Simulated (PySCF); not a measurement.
## Calculated NMR parameters of [SiH3]S[C@H]1CCCCS1

| Property | Result |
| --- | --- |
| Formula | C5H12S2Si |
| SMILES | [SiH3]S[C@H]1CCCCS1 |
| InChI | InChI=1S/C5H12S2Si/c8-7-5-3-1-2-4-6-5/h5H,1-4H2,8H3/t5-/m0/s1 |
| Point group of the computed structure | C1 |
| Degrees of unsaturation | 1 |
| Carbon signals | 5 |
| Proton signals | 10 |

Bonds (- single, = double, # triple, : aromatic): Si1-S2, S2-C3, C3-C4, C4-C5, C5-C6, C6-C7, C7-S8, S8-C3. Si1 carries H9, H10, H11; C3 carries H12; C4 carries H13, H14; C5 carries H15, H16; C6 carries H17, H18; C7 carries H19, H20. Stereochemistry as in [SiH3]S[C@H]1CCCCS1. H14, H15, H18, H20 are cis to S2 on the ring; H13, H16, H17, H19 are trans to S2 on the ring.

Calculated, not measured (PySCF 2.14): geometry from PBE0-D3(BJ)/def2-SVP, GIAO KT2/pcSseg-1 shieldings. One conformer, no relativistic terms, equivalent nuclei averaged, gas phase.

References, each an isolated molecule treated in the same way: 1H and 13C and 29Si vs TMS; 33S vs CS2.

| carbon | δC, type | δH (multiplicity) | HMBC from (2–3 bonds) | span of the C tensor (ppm) |
| --- | --- | --- | --- | --- |
| C3 | 59.3, CH | 4.32 (m) | H9/H10/H11, H20, H15, H19, H13, H14, H16 | 58 |
| C4 | 38.7, CH2 | H13 2.04 (m); H14 2.02 (m) | H12, H15, H18, H17, H16 | 32 |
| C5 | 21.9, CH2 | H15 2.42 (m); H16 1.34 (m) | H12, H20, H19, H13, H14, H18, H17 | 18 |
| C6 | 31.4, CH2 | H17 1.59 (m); H18 1.94 (m) | H20, H15, H19, H13, H14, H16 | 20 |
| C7 | 31.8, CH2 | H19 2.18 (m); H20 3.67 (m) | H12, H15, H18, H17, H16 | 21 |

Other nuclei:
| atoms | nucleus | environment | δ (ppm) | σ (ppm) |
| --- | --- | --- | --- | --- |
| H9/H10/H11 | 1H | hydrogen on a silicon bonded to S | 4.55 | 26.63 |
| Si1 | 29Si | silicon bonded to S, 3 H | -58.4 | 419.4 |
| S8 | 33S | sulfide sulfur | 96 | 422.6 |
| S2 | 33S | sulfur bonded to C, Si | -123 | 641.2 |

1. Carbon types of the structure: 1 × CH, 4 × CH2, leaving 3 H on heteroatoms.
2. δC 59.3: sp3 CH bonded to 2 S.
3. δC 38.7, 31.4, 21.9: sp3 CH2 in a ring; a saturated carbon with 2 carbon neighbours and no heteroatom attached.
4. δC 31.8: sp3 CH2 bonded to S.
5. δH 4.55: hydrogen on a silicon bonded to S.
6. δH 4.32: hydrogen on an sp3 CH bonded to 2 S.

Shifts are as computed. Against solution values, carbons near 30 ppm lie about +2 ppm off and those near 130 ppm about -5 ppm. Of 1309 compounds with measured shifts, 239 miss one by over three times the rms of a fit or turn the order of signals round; such compounds aren't used in these exercises. Multiplicities follow the n + 1 count of equivalent neighbours, as no J values were calculated; m marks all less simple cases, F and P coupling included.
